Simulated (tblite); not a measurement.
Species: C6H11O2 (doublet state).
SMILES with atom numbers: `[CH3:1][C:2]([CH:3]=[O:4])[CH2:5][CH2:6][CH2:7][OH:8]` (hydrogens: H9, H10, H11 on C1; H12 on C3; H13, H14 on C5; H15, H16 on C6; H17, H18 on C7; H19 on O8)

Structure used (GFN2-xTB), in Å, numbered top down from 1:
```
atom  x, y, z in Å
C1    -2.4147   -0.5766    0.4254
C2    -1.3247   -0.1752   -0.4908
C3    -1.3619   -0.5886   -1.8485
O4    -2.2549   -1.2621   -2.3569
C5    -0.1681    0.5952    0.0249
C6     0.9913   -0.3442    0.4163
C7     2.2303    0.4528    0.8092
O8     2.6918    1.1528   -0.3249
H9    -2.0203   -1.1567    1.2628
H10   -3.1477   -1.1711   -0.1150
H11   -2.9037    0.3019    0.8520
H12   -0.5028   -0.2535   -2.4591
H13   -0.4580    1.1776    0.9018
H14    0.2161    1.2692   -0.7440
H15    0.6918   -0.9793    1.2509
H16    1.2425   -0.9774   -0.4349
H17    1.9830    1.1551    1.6192
H18    3.0027   -0.2386    1.1762
H19    3.4974    1.6280   -0.1007
```

Calculated harmonic vibrations of the isolated species, GFN2-xTB (tblite), most abundant isotopes, no scaling. The method is semi-empirical: single wavenumbers can be off by several per cent or more. One conformer, not necessarily the lowest. Open shells enter through the occupations alone, without spin polarisation, and single modes of such species can be off by tens of per cent.

Harmonic wavenumbers (cm⁻¹): 41.0, 48.8, 98.6, 109.7, 130.2, 232.3, 238.3, 273.8, 296.9, 356.4, 420.8, 460.4, 639.6, 793.6, 849.4, 872.2, 910.4, 937.1, 968.7, 1003.6, 1039.0, 1067.6, 1092.9, 1143.7, 1209.5, 1230.7, 1253.3, 1269.0, 1291.4, 1326.6, 1363.2, 1369.6, 1376.4, 1398.9, 1439.7, 1454.0, 1461.2, 1470.7, 1485.3, 1587.3, 2778.4, 2857.7, 2889.1, 2955.1, 2974.6, 2975.7, 2979.9, 2993.4, 3007.8, 3046.1, 3573.2.

A = 4071, B = 921.7, C = 811.0 MHz; mass 115.076 u (most abundant isotopes); point group C1, symmetry number 1; spin multiplicity 2.

Zero-point energy?

½Σν̃ = 34521 cm⁻¹ = 412.96 kJ/mol.

Give the ideal-gas entropy at 298.15 K and 1 bar in the rigid-rotor, harmonic-oscillator model (classical rotation).

Translation 168.04, rotation 121.53, vibration 130.73, spin (R ln 2) 5.76: S = 426.1 J/(mol K).

And Cp and H(298.15 K) − H(0)?

Cp = 153.12 J/(mol K), of which vibrations give 119.86 (their classical limit is 51 R = 424.0); H(298.15 K) − H(0) = 29.31 kJ/mol without the zero-point energy, 19.40 from vibrations.

How do the functions run with temperature in this model?

| T (K) | S (J/(mol K)) | Cp (J/(mol K)) | H − H(0) (kJ/mol) | G − H(0) (kJ/mol) | ln q(vib) |
| --- | --- | --- | --- | --- | --- |
| 150 | 341.0 | 102.1 | 10.53 | -40.61 | 3.79 |
| 250 | 400.7 | 135.3 | 22.37 | -77.81 | 6.62 |
| 400 | 476.6 | 192.3 | 46.91 | -143.72 | 10.52 |
| 600 | 567.6 | 257.7 | 92.26 | -248.30 | 15.45 |
| 900 | 685.4 | 322.4 | 180.06 | -436.79 | 22.43 |

q(vib) and H(0) count from the zero-point level.

Blend soft modes into free rotors: weight 1/[1 + (100 cm⁻¹/ν̃)⁴] for the oscillator and the rest for a rotor with moment μB/(μ + B), μ = h/(8π²ν), B = 10⁻⁴⁴ kg m². What vibrational entropy results?

117.15 J/(mol K) in place of 130.73, which changes −T·S at 298.15 K by +4.05 kJ/mol.

Which modes carry the vibrational entropy at 298.15 K?

41.0 cm⁻¹: 21.80; 48.8 cm⁻¹: 20.36; 98.6 cm⁻¹: 14.57; 109.7 cm⁻¹: 13.70; 130.2 cm⁻¹: 12.31; 232.3 cm⁻¹: 7.79 J/(mol K); the other 45 give 40.21 together.

Hindered rotation and anharmonicity are outside this model. Other conformers, if any are populated, would add a mixing term that is left out. The structure is chiral; the term R ln 2 for an equal mix with its mirror image is left out.
